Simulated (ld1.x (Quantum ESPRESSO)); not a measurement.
**silicon, RRKJ: configuration errors across variants**

ld1.x (Quantum ESPRESSO) 7.5 input, shortened:

```
&input
   title='Si', zed=14., rel=1, dft='PBE', iswitch=3,
   config='[Ne] 3s1.75 3p2.25'
 /
 &inputp
   pseudotype=2, tm=.false., rho0=0.01, lloc=-1, rcloc=1.55,
   nlcc=.true., new_core_ps=.true., rcore=1.35
 /
2
3S  1  0   1.75   0.00  1.45  1.45  0.0
3P  2  1   2.25   0.00  1.90  1.90  0.0
 &test
   configts(1)='3s1.75 3p2.25'
 /
```

All-electron excitation energies from the reference (eV): (1) 3s2 3p2 -1.688; (2) 3s2 3p1 6.052; (3) 3s2 3p0 22.045; (4) 3s2 3p2.3 -2.618; (5) 3s2 3p1.5 1.233; (6) 3s1 3p3 5.126; (7) 3s1 3p0 56.016.

Errors AE − PS in meV (a dash: test not solved or not reliable):

```csv
change,(1),(2),(3),(4),(5),(6),(7),bound ghosts
base,-0.1,+1.9,+25,+0.3,-0.2,-1.6,+109,none
core correction none,+0.3,+2.1,+19,+0.4,+0.5,+2.1,+101,none
core correction Bessel-smoothed model core inside 0.70 bohr,-0.1,+1.8,+22,+0.3,-0.2,-2.1,+80,none
core correction Bessel-smoothed model core inside 0.88 bohr,-0.1,+1.8,+22,+0.3,-0.2,-2.1,+80,none
core correction Bessel-smoothed model core inside 1.04 bohr,-0.1,+1.8,+22,+0.3,-0.2,-2.1,+81,none
core correction Bessel-smoothed model core inside 1.54 bohr,-0.1,+1.9,+26,+0.3,-0.2,-1.4,+137,none
core correction Bessel-smoothed model core inside 1.68 bohr,-0.1,+1.8,+23,+0.3,-0.2,-1.7,+126,none
```

(1) Give the same row for: core correction Bessel-smoothed model core inside 1.34 bohr.

Results:

(1) -0.1, +1.9, +24, +0.3, -0.2, -1.6, +105; bound ghosts: none.
